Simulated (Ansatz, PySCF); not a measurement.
W(O)2(OH)(NH2) (H₃NO₃W), SMILES [NH2][W](=[O])(=[O])[OH], multiplicity 1.

Geometry: B3LYP-D3(BJ)/def2-SVP. The geometry has at least one imaginary mode, so it is a saddle point at that level. The spin state was assumed, not searched. The structure was generated by enumeration; whether it is a known compound was not checked. The def2 effective core potentials stand for the cores of W; spin–orbit coupling is left out. One conformer was computed; it need not be the lowest.

Vertical ionisation energy (IE) and electron affinity (EA) in eV. Rows of orbital energies are one-electron estimates. Where ΔSCF, EOM or ADC give a negative EA the extra electron is unbound and the value depends on the basis.

```tsv
level	IE	EA
−ε(HOMO), −ε(LUMO), ωB97X/def2-TZVP (PySCF)	11.00	-0.72
−ε(HOMO), −ε(LUMO), PBE/def2-TZVP (PySCF)	[?]	[?]
ΔSCF, CAM-B3LYP/def2-SVPD (Ansatz), final states of multiplicity 2 and 2	10.90	-0.17
ΔSCF, PBE/def2-SVPD (Ansatz), final states of multiplicity 2 and 2	10.29	-0.38
```

**Question.** What belongs in the gaps? (An estimate is asked for; the answer gives what the named calculation found.)

**Answer.** 
- −ε(HOMO), −ε(LUMO), PBE/def2-TZVP (PySCF), IE: 7.07
- −ε(HOMO), −ε(LUMO), PBE/def2-TZVP (PySCF), EA: 2.18

**Question.** What vertical singlet–triplet gap does ΔSCF give with CAM-B3LYP/def2-SVPD (Ansatz, a first-principles code) and with PBE/def2-SVPD (Ansatz)? (The exact figures need the calculation; the answer reports its results.)

**Answer.** 4.66 and 4.74 eV (triplet above singlet where positive).
